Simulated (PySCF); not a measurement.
Simulation results for BClF

All values are calculated (PySCF 2.14.0). Calculation on a computer-drawn molecule: vertical ionisation energy to the stated ion spin, frozen-core CCSD(T) at the basis limit and cheaper methods, single-reference cases, UHF for radicals, no spin-orbit; all values are single points at the evaluated structure, the first of each entry, which is the reference or a displaced copy of it and isn't optimised; the reference structure only sets the zero of the energies above reference; triples share is (T) over the correlation energy.

Common to all runs: charge 1; multiplicity 1; ion multiplicity 2; diffuse functions no; basis cc-pV(n+d)Z; reference is the Hartree-Fock double-zeta minimum; best is HF at quadruple zeta + MP2 correlation extrapolated from triple and quadruple zeta + CCSD(T) minus MP2 at triple zeta; basis step is the size of the change from the same recipe one zeta lower.

(1) 
```xyz
3
formula=BClF ionisation_energy_best=20.47 ionisation_energy_basis_step=0.07578 energy_above_reference_best=21.61 energy_above_reference_basis_step=1.365 ionisation_energy_Koopmans_at_triple_zeta=20.8 ionisation_energy_EOM_CCSD_at_triple_zeta=20.42 total_energy_HF_triple_zeta=-583.4104 total_energy_CCSD(T)_triple_zeta=-583.9593 total_energy_best=-584.0495 T1_diagnostic_at_triple_zeta=0.01879 D1_diagnostic_at_triple_zeta=0.04987 ion_T1_diagnostic_at_triple_zeta=0.0212 ion_D1_diagnostic_at_triple_zeta=0.06328 ion_spin_squared_at_triple_zeta=0.7616 triples_share_at_triple_zeta=0.04049 basis_functions_triple_zeta=99
F     -2.1417     0.9621     1.0469
B     -1.5352     1.2439    -0.0572
Cl    -0.6520     1.5259    -1.6604
```

Units: ionisation_energy_best, ionisation_energy_basis_step, ionisation_energy_Koopmans_at_triple_zeta, ionisation_energy_EOM_CCSD_at_triple_zeta in eV; energy_above_reference_best, energy_above_reference_basis_step in kcal/mol; total_energy_HF_triple_zeta, total_energy_CCSD(T)_triple_zeta, total_energy_best in hartree.

Reference structure:
```xyz
3
BClF
F     -2.1511     0.9539     1.0170
B     -1.5513     1.1860    -0.0297
Cl    -0.7657     1.4901    -1.4010
```

Drawn bonds:
```csv
atom,other atom,order
1,2,1
2,3,1
```

Triple zeta:
```csv
method,ionisation energy (eV),energy above reference (kcal/mol)
HF,19.2,24.65
PBE,20.34,19.22
r2SCAN,20.38,22.12
B3LYP,20.42,21.16
wB97X,20.33,22.3
MP2,20.36,21.87
CCSD,20.22,21.37
CCSD(T),20.28,20.4
```

(2) 
```xyz
3
formula=BClF ionisation_energy_best=21.29 ionisation_energy_basis_step=0.07932 energy_above_reference_best=1.745 energy_above_reference_basis_step=0.282 ionisation_energy_Koopmans_at_triple_zeta=21.49 ionisation_energy_EOM_CCSD_at_triple_zeta=21.22 total_energy_HF_triple_zeta=-583.4482 total_energy_CCSD(T)_triple_zeta=-583.9887 total_energy_best=-584.0812 T1_diagnostic_at_triple_zeta=0.01443 D1_diagnostic_at_triple_zeta=0.03791 ion_T1_diagnostic_at_triple_zeta=0.01876 ion_D1_diagnostic_at_triple_zeta=0.065 ion_spin_squared_at_triple_zeta=0.761 triples_share_at_triple_zeta=0.03781 basis_functions_triple_zeta=99
F     -2.1689     0.9617     0.9934
B     -1.5808     1.1374    -0.0314
Cl    -0.7483     1.4827    -1.4062
```

Units: ionisation_energy_best, ionisation_energy_basis_step, ionisation_energy_Koopmans_at_triple_zeta, ionisation_energy_EOM_CCSD_at_triple_zeta in eV; energy_above_reference_best, energy_above_reference_basis_step in kcal/mol; total_energy_HF_triple_zeta, total_energy_CCSD(T)_triple_zeta, total_energy_best in hartree.

Reference structure:
```xyz
3
BClF
F     -2.1511     0.9539     1.0170
B     -1.5513     1.1860    -0.0297
Cl    -0.7657     1.4901    -1.4010
```

Drawn bonds:
```csv
atom,other atom,order
1,2,1
2,3,1
```

Triple zeta:
```csv
method,ionisation energy (eV),energy above reference (kcal/mol)
HF,20.04,0.927
PBE,21.1,2.272
r2SCAN,21.17,2.059
B3LYP,21.2,1.913
wB97X,21.15,1.984
MP2,21.2,2.119
CCSD,21.04,1.771
CCSD(T),21.1,1.92
```

(3) 
```xyz
3
formula=BClF ionisation_energy_best=21.29 ionisation_energy_basis_step=0.07932 energy_above_reference_best=1.745 energy_above_reference_basis_step=0.282 ionisation_energy_Koopmans_at_triple_zeta=21.49 ionisation_energy_EOM_CCSD_at_triple_zeta=21.22 total_energy_HF_triple_zeta=-583.4482 total_energy_CCSD(T)_triple_zeta=-583.9887 total_energy_best=-584.0812 T1_diagnostic_at_triple_zeta=0.01443 D1_diagnostic_at_triple_zeta=0.03791 ion_T1_diagnostic_at_triple_zeta=0.01876 ion_D1_diagnostic_at_triple_zeta=0.065 ion_spin_squared_at_triple_zeta=0.761 triples_share_at_triple_zeta=0.03781 basis_functions_triple_zeta=99
F     -2.1689     0.9617     0.9934
B     -1.5808     1.1374    -0.0314
Cl    -0.7483     1.4827    -1.4062
```

Units: ionisation_energy_best, ionisation_energy_basis_step, ionisation_energy_Koopmans_at_triple_zeta, ionisation_energy_EOM_CCSD_at_triple_zeta in eV; energy_above_reference_best, energy_above_reference_basis_step in kcal/mol; total_energy_HF_triple_zeta, total_energy_CCSD(T)_triple_zeta, total_energy_best in hartree.

Reference structure:
```xyz
3
BClF
F     -2.1511     0.9539     1.0170
B     -1.5513     1.1860    -0.0297
Cl    -0.7657     1.4901    -1.4010
```

Drawn bonds:
```csv
atom,other atom,order
1,2,1
2,3,1
```

Triple zeta:
```csv
method,ionisation energy (eV),energy above reference (kcal/mol)
HF,20.04,0.927
PBE,21.1,2.272
r2SCAN,21.17,2.059
B3LYP,21.2,1.913
wB97X,21.15,1.984
MP2,21.2,2.119
CCSD,21.04,1.771
CCSD(T),21.1,1.92
```

(4) 
```xyz
3
formula=BClF ionisation_energy_best=21.38 ionisation_energy_basis_step=0.08072 energy_above_reference_best=0.8204 energy_above_reference_basis_step=0.2784 ionisation_energy_Koopmans_at_triple_zeta=21.6 ionisation_energy_EOM_CCSD_at_triple_zeta=21.32 total_energy_HF_triple_zeta=-583.4475 total_energy_CCSD(T)_triple_zeta=-583.9909 total_energy_best=-584.0826 T1_diagnostic_at_triple_zeta=0.01533 D1_diagnostic_at_triple_zeta=0.0404 ion_T1_diagnostic_at_triple_zeta=0.02092 ion_D1_diagnostic_at_triple_zeta=0.07594 ion_spin_squared_at_triple_zeta=0.7611 triples_share_at_triple_zeta=0.03861 basis_functions_triple_zeta=99
F     -2.1689     0.9617     0.9934
B     -1.5567     1.1446    -0.0734
Cl    -0.7242     1.4899    -1.4482
```

Units: ionisation_energy_best, ionisation_energy_basis_step, ionisation_energy_Koopmans_at_triple_zeta, ionisation_energy_EOM_CCSD_at_triple_zeta in eV; energy_above_reference_best, energy_above_reference_basis_step in kcal/mol; total_energy_HF_triple_zeta, total_energy_CCSD(T)_triple_zeta, total_energy_best in hartree.

Reference structure:
```xyz
3
BClF
F     -2.1511     0.9539     1.0170
B     -1.5513     1.1860    -0.0297
Cl    -0.7657     1.4901    -1.4010
```

Drawn bonds:
```csv
atom,other atom,order
1,2,1
2,3,1
```

Triple zeta:
```csv
method,ionisation energy (eV),energy above reference (kcal/mol)
HF,20.15,1.378
PBE,21.16,0.3567
r2SCAN,21.25,0.8528
B3LYP,21.29,0.7594
wB97X,21.25,0.8729
MP2,21.3,0.6851
CCSD,21.14,0.7423
CCSD(T),21.19,0.5503
```

(5) 
```xyz
3
formula=BClF ionisation_energy_best=21.57 ionisation_energy_basis_step=0.08689 energy_above_reference_best=11.29 energy_above_reference_basis_step=1.368 ionisation_energy_Koopmans_at_triple_zeta=21.85 ionisation_energy_EOM_CCSD_at_triple_zeta=21.53 total_energy_HF_triple_zeta=-583.4253 total_energy_CCSD(T)_triple_zeta=-583.9753 total_energy_best=-584.0659 T1_diagnostic_at_triple_zeta=0.01754 D1_diagnostic_at_triple_zeta=0.04643 ion_T1_diagnostic_at_triple_zeta=0.02765 ion_D1_diagnostic_at_triple_zeta=0.1121 ion_spin_squared_at_triple_zeta=0.7611 triples_share_at_triple_zeta=0.04046 basis_functions_triple_zeta=99
F     -2.1689     0.9617     0.9934
B     -1.4981     1.1621    -0.1755
Cl    -0.6656     1.5074    -1.5503
```

Units: ionisation_energy_best, ionisation_energy_basis_step, ionisation_energy_Koopmans_at_triple_zeta, ionisation_energy_EOM_CCSD_at_triple_zeta in eV; energy_above_reference_best, energy_above_reference_basis_step in kcal/mol; total_energy_HF_triple_zeta, total_energy_CCSD(T)_triple_zeta, total_energy_best in hartree.

Reference structure:
```xyz
3
BClF
F     -2.1511     0.9539     1.0170
B     -1.5513     1.1860    -0.0297
Cl    -0.7657     1.4901    -1.4010
```

Drawn bonds:
```csv
atom,other atom,order
1,2,1
2,3,1
```

Triple zeta:
```csv
method,ionisation energy (eV),energy above reference (kcal/mol)
HF,20.39,15.33
PBE,21.23,8.747
r2SCAN,21.36,10.89
B3LYP,21.44,10.85
wB97X,21.44,11.15
MP2,21.51,10.46
CCSD,21.35,11.34
CCSD(T),21.38,10.35
```
